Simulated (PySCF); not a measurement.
BrGaH₂O₂, SMILES [OH][Ga]([OH])[Br]. Atoms are numbered in the order given.

```xyz
6

Ga    -0.0022     0.7532     0.0000
Br    -0.0138    -1.5320     0.0000
O     -1.5510     1.6219     0.0000
H     -1.4356     2.5824     0.0000
O      1.5103     1.6949     0.0000
H      2.3110     1.1536     0.0000
```

Coordinates come from a B3LYP-D3(BJ)/def2-SVP optimisation. Other conformers were not sampled.

Method: TDDFT-PBE/def2-SVPD (PySCF 2.14.0).

Vertical excitations. The molecule is in vacuum. State labels are in the subgroup Cs.

Q: Give excitation energies, oscillator strengths and character. (An estimate is asked for; the answer gives what the named calculation found.)

A: 
```tsv
state	symmetry	energy (eV)	λ (nm)	f	main pairs
S1	A'	5.08	244	0.026	HOMO→LUMO 98 %
S2	A"	5.10	243	0.002	HOMO−1→LUMO 100 %
S3	A"	5.21	238	0.000	HOMO−2→LUMO 100 %
S4	A"	6.06	205	0.057	HOMO−3→LUMO 98 %
S5	A"	6.12	202	0.000	HOMO→LUMO+1 99 %
S6	A'	6.16	201	0.031	HOMO−4→LUMO 68 %, HOMO−1→LUMO+1 16 %, HOMO−2→LUMO+1 14 %
S7	A'	6.26	198	0.007	HOMO−5→LUMO 61 %, HOMO−1→LUMO+1 29 %, HOMO−2→LUMO+1 9 %
S8	A'	6.74	184	0.174	HOMO−1→LUMO+1 43 %, HOMO−5→LUMO 19 %, HOMO−4→LUMO 13 %
S9	A'	7.04	176	0.128	HOMO−2→LUMO+1 65 %, HOMO−5→LUMO 11 %
S10	A"	7.17	173	0.001	HOMO−4→LUMO+1 99 %
T1	A'	4.75	261	0	HOMO→LUMO 100 %
T2	A"	4.83	257	0	HOMO−1→LUMO 100 %
T3	A"	4.92	252	0	HOMO−2→LUMO 99 %
T4	A"	5.58	222	0	HOMO−3→LUMO 99 %
```
Triplets are in the Tamm–Dancoff approximation, which puts them higher than full response would, so one can lie above its singlet here.
